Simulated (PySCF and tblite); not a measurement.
C6H5NO, numbered as in [O:1]=[CH:2][c:3]1[cH:4][cH:5][cH:6][n:7][cH:8]1. Conformers came from 60 starts (ETKDG and KDG, MMFF94s, GFN2-xTB); geometries are GFN2-xTB. Weights use PBE0-D3(BJ)/pcSseg-1 (IEF-PCM, chloroform) energies plus GFN2-xTB zero-point and thermal terms (modes under about 100 cm⁻¹ blended into free rotors). Symmetry numbers and mirror images are counted. Conformers within 3 kcal/mol (GFN2-xTB free energy) were kept, 5 at most. GIAO shieldings: PBE0/pcSseg-1 (IEF-PCM, chloroform). Shifts are against TMS (¹H), TMS (¹³C), NH3 (¹⁵N) at the same level. (PySCF 2.14, tblite 0.8.)

Torsions listed: O1–C2–C3–C4.

| conformer | shape | point group | mirror pair | ΔE(DFT) | Δ(G−E) at 298.15 K | δ C4 (ppm) |
| --- | --- | --- | --- | --- | --- | --- |
| 1 | 0° | Cs | no | 0.00 | 0.00 | 143.3 |
| 2 | 180° | Cs | no | 0.42 | -0.04 | 149.8 |

Energies in kcal/mol; the thermal term leaves out symmetry numbers and mirror images.

Question: Work out the weights at 298.15 K and the ¹³C shift of C4 under fast exchange.

Answer: RT = 0.592 kcal/mol. Each conformer gets RT ln(σ/g), with σ the rotational symmetry number and g = 2 for a mirror pair: 1: σ = 1, g = 1, G = 0.00 + 0.00 + 0.00 = 0.00, 0.00 above the lowest, exp(−ΔG/RT) = 1.000; 2: σ = 1, g = 1, G = 0.42 − 0.04 + 0.00 = 0.38, 0.38 above the lowest, exp(−ΔG/RT) = 0.527. The sum is 1.527, so the weights are 65.5, 34.5 %. The averaged shift is 145.5 ppm. At 298.15 K the leading conformer alone gives 143.3 ppm and bare DFT energies give 145.5 ppm.


¹⁵N shifts are against a computed isolated NH3 molecule, about 20 ppm from the liquid.